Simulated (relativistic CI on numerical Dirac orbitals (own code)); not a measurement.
Calculated levels, Pb11+

Method of calculation: Dirac-Coulomb-Breit CI, orbitals from a KLI potential per configuration, model QED, unscaled Slater integrals (own radial code, finite nucleus).

Configuration list (outside the closed core [Kr] 4d10 4f14): 5s²5p⁶5d³, 5s²5p⁶5d²6s, 5s²5p⁶5d²5f, 5s²5p⁵5d⁴, 5s²5p⁶5d²6p, 5s²5p⁶5d²5g, 5s²5p⁶5d6s6p, 5s5p⁶5d⁴, 5s²5p⁶5d5f6s, 5s²5p⁶5d²6d, 5s²5p⁶5d6s², 5s²5p⁶5f6s², 5s²5p⁶6s²6p, 5s²5p⁶5g6s², 5s²5p⁶5d5f², 5s²5p⁶5f²6s, 5s²5p⁶5f³, 5s²5p⁶5f²6p, 5s²5p⁶5f²5g, 5s²5p⁶5d6p², 5s²5p⁶6s6p², 5s²5p⁶5f6p², 5s²5p⁶6p³, 5s²5p⁶5g6p², 5s²5p⁶5d5f6p, 5s²5p⁶5f6s6p, 5s²5p⁶5f5g6p, 5s²5p⁶5d5g², 5s²5p⁶5g²6s, 5s²5p⁶5f5g², 5s²5p⁶5g²6p, 5s²5p⁶5g³. Double excitations out of closed p, d and f shells are left out; levels of such configurations are missing from the list, as are those of other unlisted configurations, and high levels can miss mixing partners. These lack a partner that the ground configuration has and come out too high: 5s²5p⁶5d²6d.

The lowest level is 5s²5p⁶5d³ ⁴F3/2, with 67 % of that term; Hund's rules for 5s²5p⁶5d³ give ⁴F with J = 3/2, in agreement.

```csv
No.,Configuration,Term,J,E (cm⁻¹),%,Lifetime (s),jj configuration (%)
1,5s²5p⁶5d³,⁴F,3/2,0,67,,5d3/2^3 (87)
2,5s²5p⁶5d³,⁴F,5/2,19818,91,4.03e-03,5d3/2^2 5d5/2 (95)
3,5s²5p⁶5d³,⁴P,3/2,30204,44,3.91e-03,5d3/2^2 5d5/2 (90)
4,5s²5p⁶5d³,⁴F,7/2,30786,65,2.87e-02,5d3/2^2 5d5/2 (76)
5,5s²5p⁶5d³,²G,9/2,35055,42,1.03e+00,5d3/2^2 5d5/2 (88)
6,5s²5p⁶5d³,⁴P,1/2,35389,66,1.16e-02,5d3/2^2 5d5/2 (98)
7,5s²5p⁶5d³,⁴P,5/2,54378,80,5.85e-03,5d3/2^2 5d5/2 (53)
8,5s²5p⁶5d³,²G,7/2,54431,63,1.51e-03,5d3/2 5d5/2^2 (83)
9,5s²5p⁶5d³,⁴F,9/2,58104,50,2.61e-03,5d3/2 5d5/2^2 (79)
10,5s²5p⁶5d³,²D,3/2,63409,43,9.47e-04,5d3/2 5d5/2^2 (97)
11,5s²5p⁶5d³,²P,1/2,66537,66,1.72e-03,5d3/2 5d5/2^2 (98)
12,5s²5p⁶5d³,²H,11/2,72375,100,5.30e-03,5d3/2 5d5/2^2 (100)
13,5s²5p⁶5d³,²D,5/2,75140,91,2.29e-03,5d3/2 5d5/2^2 (65)
14,5s²5p⁶5d³,²F,5/2,79479,73,2.80e-03,5d3/2 5d5/2^2 (77)
15,5s²5p⁶5d³,²F,7/2,83805,90,3.31e-03,5d3/2 5d5/2^2 (92)
16,5s²5p⁶5d³,²G,9/2,89579,57,1.05e-03,5d5/2^3 (89)
17,5s²5p⁶5d³,²P,3/2,93228,54,1.01e-03,5d5/2^3 (66)
18,5s²5p⁶5d³,²D,3/2,116827,93,9.13e-04,5d3/2 5d5/2^2 (66)
19,5s²5p⁶5d³,²D,5/2,123535,73,5.35e-04,5d5/2^3 (81)
20,5s²5p⁶5d²6s,⁴F,3/2,367775,86,1.59e-06,5d3/2^2 6s (94)
21,5s²5p⁶5d²6s,⁴F,5/2,372398,57,1.26e-06,5d3/2^2 6s (92)
22,5s²5p⁶5d²6s,⁴F,7/2,395313,90,1.39e-06,5d3/2 5d5/2 6s (97)
23,5s²5p⁶5d²6s,⁴P,1/2,395364,75,1.21e-06,5d3/2^2 6s (86)
24,5s²5p⁶5d²6s,²F,5/2,400403,47,1.11e-06,5d3/2 5d5/2 6s (93)
25,5s²5p⁶5d²6s,⁴F,9/2,409749,71,1.33e-06,5d3/2 5d5/2 6s (73)
26,5s²5p⁶5d²6s,⁴P,3/2,410242,80,1.27e-06,5d3/2 5d5/2 6s (98)
27,5s²5p⁶5d²6s,⁴P,5/2,410466,51,1.11e-06,5d3/2 5d5/2 6s (99)
28,5s²5p⁶5d²6s,²P,3/2,416908,39,1.07e-06,5d3/2 5d5/2 6s (91)
29,5s²5p⁶5d²6s,²G,7/2,417794,49,1.01e-06,5d3/2 5d5/2 6s (91)
30,5s²5p⁶5d²6s,²P,1/2,421988,82,9.33e-07,5d3/2 5d5/2 6s (93)
31,5s²5p⁶5d²6s,²G,9/2,436760,71,1.16e-06,5d5/2^2 6s (73)
32,5s²5p⁶5d²6s,²G,7/2,441644,50,1.00e-06,5d5/2^2 6s (88)
33,5s²5p⁶5d²6s,²D,5/2,442149,51,1.13e-06,5d5/2^2 6s (99)
34,5s²5p⁶5d²6s,²P,3/2,448932,59,9.60e-07,5d5/2^2 6s (94)
35,5s²5p⁶5d²6s,²S,1/2,477467,83,9.90e-07,5d5/2^2 6s (92)
36,5s²5p⁶5d²6p,⁴G°,5/2,496679,59,8.38e-11,5d3/2^2 6p1/2 (96)
37,5s²5p⁶5d²6p,⁴F°,3/2,505287,42,1.99e-11,5d3/2^2 6p1/2 (93)
38,5s²5p⁵5d⁴,⁶D°,3/2,512608,26,6.97e-10,5p3/2^3 5d3/2^4 (68)
39,5s²5p⁵5d⁴,⁶D°,5/2,519689,50,1.94e-09,5p3/2^3 5d3/2^3 5d5/2 (74)
40,5s²5p⁶5d²6p,⁴D°,1/2,523775,50,2.31e-11,5d3/2^2 6p1/2 (87)
41,5s²5p⁵5d⁴,⁶D°,7/2,524483,56,2.97e-09,5p3/2^3 5d3/2^2 5d5/2^2 (47)
42,5s²5p⁶5d²6p,⁴G°,7/2,526284,63,4.29e-11,5d3/2 5d5/2 6p1/2 (97)
43,5s²5p⁶5d²6p,⁴F°,5/2,528789,42,2.39e-11,5d3/2 5d5/2 6p1/2 (97)
44,5s²5p⁵5d⁴,⁶D°,9/2,529614,50,3.20e-08,5p3/2^3 5d3/2^3 5d5/2 (43)
45,5s²5p⁵5d⁴,⁶D°,1/2,533272,43,4.33e-10,5p3/2^3 5d3/2^3 5d5/2 (78)
```

Energies count from the lowest computed level; ° marks odd parity; lifetimes are radiative, by E1, M1, E2, M2, E3 decay to levels of this space only. Filled j subshells are mostly left out of the jj labels.

The mean weight of the leading LS term, summed over parents, in these 45 levels is 63 %, and that of the leading jj configuration (from the same eigenvectors) 85 %, so jj coupling describes them better and the LS labels are nominal.

At this charge energies of transitions that change n are usually good to better than 1 %, and those within a shell (Δn = 0) to a few per cent. Terms inside the open d or f shell come out 10 to 20 % too wide with unscaled integrals. Levels and lines within the n = 5 or 6 shells can be off by up to 10 % or somewhat more, and those that change n by about 2 %, since core polarisation is missing.

LS names give the leading component of a level, which can be under half, so a name can repeat, a term be missing and a line seem to break the LS rules.
